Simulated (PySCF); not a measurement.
BCl to BCl₃: adding ligands

Level: PBE0 in the def2-TZVP basis family, all electrons, no relativity, computed in PySCF with density fitting; open shells unrestricted.

Each entry is the lowest minimum that a search over a few typed start shapes (and spin states, where more than one is plausible) found, or that minimum re-optimised at the stated level; isomers with ligand–ligand bonds, or fragments after loss of a ligand pair, can lie lower.

| molecule | 2S+1 | point group | mean bond to B (Å) | distinct angles (°) | highest ω (cm⁻¹) | polar-tensor charge of B | lowest ω (cm⁻¹) |
| --- | --- | --- | --- | --- | --- | --- | --- |
| BCl | 1 | C∞v | 1.718 |  | 841 | 0.35 | 841 |
| BCl₂ | ? | ? | ? | ? | ? | ? | ? |
| BCl₃ | 1 | D3h | 1.737 | 120 | 969 | 1.30 | 254 |

Task: Fill in the row of BCl₂.

Result: 2S+1: 2; point group: C2v; mean bond to B (Å): 1.720; distinct angles (°): 125; highest ω (cm⁻¹): 1003; polar-tensor charge of B: 0.75; lowest ω (cm⁻¹): 284.

The bond lengthens at every step; the largest change, 0.017 Å, falls between BCl₂ and BCl₃ among the members listed.

The shape changes along the series: C∞v for BCl; C2v for BCl₂; D3h for BCl₃.

Left out of the table are members whose search was unfinished or whose lowest solution was spin-contaminated, unstable, very soft or bonded differently.
